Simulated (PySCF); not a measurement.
Molfile (atoms numbered from 1):
```
C4H5ClOSi
     RDKit          3D

 12 11  0  0  0  0  0  0  0  0999 V2000
    0.4969   -1.8287    0.0589 C   0  0  0  0  0  0  0  0  0  0  0  0
    0.7487   -0.5061    0.0841 C   0  0  0  0  0  0  0  0  0  0  0  0
   -0.6749    0.7002   -0.1966 Si  0  0  0  0  0  4  0  0  0  0  0  0
    2.0869    0.0160    0.3282 C   0  0  0  0  0  0  0  0  0  0  0  0
    3.4484   -1.0394    0.6185 Cl  0  0  0  0  0  0  0  0  0  0  0  0
    2.4033    1.3104    0.3464 C   0  0  0  0  0  0  0  0  0  0  0  0
    2.6849    2.4342    0.3665 O   0  0  0  0  0  0  0  0  0  0  0  0
    1.2884   -2.5676    0.2206 H   0  0  0  0  0  0  0  0  0  0  0  0
   -0.5117   -2.2054   -0.1226 H   0  0  0  0  0  0  0  0  0  0  0  0
   -0.8343    1.5982    0.9881 H   0  0  0  0  0  0  0  0  0  0  0  0
   -1.9191   -0.0898   -0.4154 H   0  0  0  0  0  0  0  0  0  0  0  0
   -0.3971    1.5640   -1.3850 H   0  0  0  0  0  0  0  0  0  0  0  0
  1  2  2  0
  2  3  1  0
  2  4  1  0
  4  5  1  0
  4  6  2  0
  6  7  2  0
  1  8  1  0
  1  9  1  0
  3 10  1  0
  3 11  1  0
  3 12  1  0
M  END
```

Geometry: PBE0-D3(BJ)/def2-SVP; GIAO shifts from PySCF 2.14.0 with density-fitted response routines, gas phase, non-relativistic, averaged over equivalent atoms.

At PBE0/6-31G (81 basis functions, 10 s wall time on 1 thread of an Arm Neoverse V1, shared host):
```csv
atoms,δ (ppm)
C6,211.3
C1,122.8
C2,120.9
C4,73.0
Si3,-35.5
Cl5,-1.9
O7,446.2
H8,6.22
H9,5.69
H10/H11/H12,4.17
```

Referencing at the same level of theory: TMS for $^{13}$C (σref 199.54) and $^{29}$Si (σref 444.75) and $^{1}$H (σref 32.61); $^{35}$Cl (σref 931.27) against HCl; $^{17}$O (σref 318.49) against H2O.

Task: Estimate the result of repeating the calculation with LC-wPBE/pcSseg-1.

Result: 
```
      atoms  δ at LC-wPBE/pcSseg-1  change
         C6                  219.9    +8.6
         C1                  137.1   +14.3
         C2                  136.4   +15.5
         C4                   64.9    -8.1
        Si3                  -61.2   -25.7
        Cl5                   24.2   +26.1
         O7                  462.2   +16.0
         H8                   6.16   -0.06
         H9                   5.76   +0.07
H10/H11/H12                   4.13   -0.04
```

δ = σ(ref) − σ, references computed at the same level: TMS for $^{13}$C (σref 188.56) and $^{29}$Si (σref 358.50) and $^{1}$H (σref 31.33); $^{35}$Cl (σref 947.14) vs HCl; $^{17}$O (σref 338.72) vs H2O.

The largest change is at Cl5 (chlorine bonded to C). Cost: 158 basis functions, 31 s wall time on 1 thread of an Arm Neoverse V1, shared host. The order of the carbon signals is the same at both levels.

Carbons that carry Cl, above all several Cl atoms, come out too deshielded, partly because spin–orbit coupling is missing. Unscaled 17O shifts of doubly bonded oxygen tend to come out too high, by tens of ppm or more. Experimental scales use liquid or dissolved standards, which lie at an offset from isolated H2O (liquid H2O: subtract about 36 ppm).
